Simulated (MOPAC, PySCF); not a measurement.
Stepwise substitution at one centre (Al SiH3-SH). All species are isolated molecules in the gas phase. One relaxed conformer stands for each flexible species; it need not be the lowest. Strings in code marks are SMILES.

Quantity: vertical ionisation energy (energy after one electron is removed minus that of the parent at the parent's geometry), in eV.

Level 1: B3LYP/6-31G* // PBE0-D3(BJ)/def2-TZVP (PySCF)
Level 2: minus the HOMO energy of PM3 // PBE0-D3(BJ)/def2-TZVP (MOPAC)
Level 3: minus the HOMO energy of PM7 // PBE0-D3(BJ)/def2-TZVP (MOPAC)
Level 4: minus the HOMO energy of SVWN5/6-31G* // PBE0-D3(BJ)/def2-TZVP (PySCF)

```csv
species,level 2,level 3,level 4
`[SH][Al]([SH])[SH]`,9.94,10.16,6.55
`[SiH3][Al]([SiH3])[SH]` (Si–Al–S–H torsion 0°),9.38,8.46,6.36
`[SiH3][Al]([SiH3])[SiH3]`,8.97,11.77,6.26
```

Task: What does level 1 give for each, and how far do the other levels lie from it on average?

Result: 
- `[SH][Al]([SH])[SH]`: 9.51
- `[SiH3][Al]([SiH3])[SH]` (Si–Al–S–H torsion 0°): 9.07
- `[SiH3][Al]([SiH3])[SiH3]`: 8.92
Mean absolute difference from level 1, which has limits of its own, over these rows (drawn at random from the members that have all these levels): level 2 0.264 eV, level 3 1.37 eV, level 4 2.78 eV.
